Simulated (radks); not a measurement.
C II, configuration [He] 2s2 2p1. All-electron calculation, non-relativistic Kohn-Sham, LDA (Slater exchange, Perdew-Wang correlation), spin-polarised, spherical densities, point nucleus; open shells are filled with parallel spins first. Program: a radial shooting solver on a logarithmic mesh with Libxc functionals.

X-ray form factor f0, the Fourier transform of the density (f0(0) = 5):

| sin(theta)/lambda (1/angstrom) | f0 (electrons) |
|---|---|
| 0.05 | 4.854 |
| 0.1 | 4.462 |
| 0.15 | 3.931 |
| 0.2 | 3.376 |
| 0.25 | 2.878 |
| 0.3 | 2.476 |
| 0.4 | 1.953 |
| 0.5 | 1.683 |
| 0.6 | 1.530 |
| 0.8 | 1.315 |
| 1 | 1.107 |
| 1.25 | 0.861 |
| 1.5 | 0.653 |
| 2 | 0.370 |
